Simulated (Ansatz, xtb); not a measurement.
**Relative energy of two isomers of C5H7ClO3**

Structure X is `CC(=O)OC(=O)CCCl`, a singlet and structure Y is `CC(=O)O/C(O)=C/CCl`, a singlet. Both are isolated molecules in the gas phase, relaxed with PBE-D3(BJ)/def2-SVP; each stands in its lowest conformer found.

X (Å):

```xyz
16

C    -3.5991    1.8792   -0.1276
C    -2.4000    1.8938    0.7795
C    -0.3697    0.5591    0.9533
C     0.9134    0.4351    0.1631
C     1.9539   -0.3917    0.9030
Cl    3.4753   -0.5045   -0.0532
O    -2.2884    2.4481    1.8396
O    -1.3479    1.1746    0.1783
O    -0.5569    0.1551    2.0736
H    -4.0111    0.8502   -0.1705
H    -4.3664    2.5727    0.2574
H    -3.3070    2.1530   -1.1601
H     0.6860    0.0026   -0.8335
H     1.2933    1.4598   -0.0398
H     1.5944   -1.4221    1.0850
H     2.2013    0.0593    1.8820
```

Y (Å):

```xyz
16

C    -3.2553    2.4982    0.6377
C    -2.1443    1.8181   -0.1087
C    -0.1147    0.5531    0.3078
C     0.7313    0.1288    1.2798
C     1.9452   -0.6589    0.9749
Cl    1.7388   -2.4476    1.3778
O    -2.0531    1.7636   -1.3337
O    -1.2463    1.2666    0.7425
O     0.0359    0.3544   -0.9985
H    -3.7828    1.7640    1.2787
H    -3.9590    2.9501   -0.0816
H    -2.8403    3.2756    1.3094
H    -0.7065    0.8525   -1.4618
H     0.4534    0.3371    2.3214
H     2.2015   -0.6191   -0.0991
H     2.8177   -0.3385    1.5745
```

Quicker runs give these differences E(Y) − E(X): GFN2-xTB +28.1 kJ/mol; HF/STO-3G +90.8 kJ/mol (at GFN2-xTB geometries); r2SCAN-D4/def2-SVP +59.9 kJ/mol (at GFN2-xTB geometries).

Problem. Estimate E(Y) − E(X) at the level CCSD(T)/def2-SVP + ΔMP2/def2-TZVPP.

Solution. Calculated at CCSD(T)/def2-SVP + ΔMP2/def2-TZVPP: E(Y) − E(X) = +70.7 kJ/mol, so structure X lies lower.

Level by level:

```tsv
level	geometry	E(Y) − E(X) (kJ/mol)	departure from the last row (kJ/mol)	job, with rough time for the two
GFN2-xTB	GFN2-xTB	+28.1	−42.5	optimisation, 0.73 s
HF/STO-3G	GFN2-xTB	+90.8	+20.1	single point, 3 s
r2SCAN-D4/def2-SVP	GFN2-xTB	+59.9	−10.8	single point, 15 s
PBE-D3(BJ)/def2-SVP	PBE-D3(BJ)/def2-SVP	+54.7	−16.0	optimisation, 4.9 min
HF/def2-SVP	PBE-D3(BJ)/def2-SVP	+95.2	+24.5	part of the CCSD(T) run
MP2/def2-SVP	PBE-D3(BJ)/def2-SVP	+90.4	+19.7	part of the CCSD(T) run
CCSD(T)/def2-SVP	PBE-D3(BJ)/def2-SVP	+87.8	+17.1	single point
CCSD(T)/def2-SVP + ΔMP2/def2-TZVPP	PBE-D3(BJ)/def2-SVP	+70.7		single point, 10 min
```

As drawn, Y has 1 C–O, 1 C=C, 1 O–H in place of 1 C–C, 1 C=O, 1 C–H.

The levels shown agree on the order. The largest departure from CCSD(T)/def2-SVP + ΔMP2/def2-TZVPP is that of GFN2-xTB, 42.5 kJ/mol. A small imaginary or near-zero mode remains, so no thermal terms are given. The last row adds to CCSD(T) the change of the MP2 difference between the two basis sets, here −17.1 kJ/mol, a large step that makes the value less sure.

The correlated steps freeze 13 core orbitals. Programs: Ansatz 0.2.0, xtb 6.7.1; the last row on 2 threads of Intel(R) Xeon(R) Processor @ 2.50GHz (Skylake/Cascade Lake) on a shared host.
